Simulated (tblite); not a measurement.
Run record: tight-binding relaxation, `COC(=O)PCPC`.

Computed with GFN2-xTB geometry optimisation, gas phase (tblite 0.8.0). Start geometry: from a force field or distance geometry. A driver script takes a list of jobs; this job's settings line and coordinates (Å) are shown.

Command:
```bash
OMP_NUM_THREADS=1 python probes_run.py task.json out
```

Input:
```
{"job": {"kind": "relax", "xc": "GFN2-xTB", "basis": "xTB"}, "charge": 0, "multiplicity": 1}
C      4.026200     0.346800    -0.258200
O      2.897700    -0.404600     0.101900
C      1.690800    -0.381200    -0.525200
O      1.536500     0.394500    -1.534000
P      0.335900    -1.449700     0.111800
C     -1.302100    -1.064800    -0.640200
P     -2.136500     0.214900     0.387800
C     -3.769100     0.732200    -0.302700
H      4.739300    -0.217000    -0.899800
H      3.798300     1.330700    -0.669900
H      4.580400     0.544200     0.698300
H      0.247800    -1.276000     1.530900
H     -1.953200    -1.980800    -0.709500
H     -1.181300    -0.721400    -1.694200
H     -1.250200     1.365900     0.489900
H     -4.631900     0.507000     0.397800
H     -3.926500     0.241900    -1.286400
H     -3.710900     1.823400    -0.474600
```

Output:
```
step      E/eV     max force
  0    -727.93166    5.182
  1    -728.47663    4.403
  2    -728.82303    1.336
  3    -729.04363    0.989
  4    -729.16939    0.805
  5    -729.25955    0.807
  6    -729.34548    0.702
  7    -729.39612    0.483
  8    -729.43345    0.507
  9    -729.46794    0.431
... (94 lines left out)
104    -729.80962    0.037
105    -729.80978    0.044
106    -729.81000    0.048
107    -729.81029    0.045
108    -729.81059    0.036
109    -729.81079    0.042
110    -729.81092    0.029
111    -729.81099    0.018
112    -729.81103    0.011
113    -729.81106    0.010
```

«max force» is the largest atomic force in eV/Å.

Task: From which step on does the largest force stay under 0.1 eV/Å, and how much energy is left to gain from there?

Result: From step 63 (0.085 eV/Å), 12.6 meV above the end.

Summary of the converged run: energy lowered by 43.3 kcal/mol over 113 steps; largest atomic force 0.010 eV/Å at the end.

Task: Give the final coordinates.

Result: 0.571 Å rms from the input after alignment:
```
atom  x, y, z in Å
C1     3.5412    0.4902   -0.1891
O2     2.5387   -0.4634    0.1532
C3     1.4246   -0.4763   -0.5675
O4     1.1659    0.2602   -1.4822
P5     0.3767   -1.8825   -0.0014
C6    -1.2677   -1.1395   -0.4242
P7    -1.6749    0.3985    0.5546
C8    -3.2121    0.8600   -0.3646
H9     4.2067    0.0675   -0.9440
H10    3.0768    1.3962   -0.5822
H11    4.0940    0.7025    0.7229
H12    0.4321   -1.4869    1.3360
H13   -2.0342   -1.8927   -0.2122
H14   -1.2721   -0.9370   -1.5007
H15   -0.8310    1.2426   -0.1715
H16   -4.0106    0.1673   -0.1011
H17   -3.0504    0.8382   -1.4410
H18   -3.5125    1.8612   -0.0613
```

The run took 0.84 s wall on an Arm Neoverse V1 with one thread, shared host with 32 logical CPUs at a one-minute load of 13.
Labels such as C1 count atoms from 1, the log's own numbers from 0.
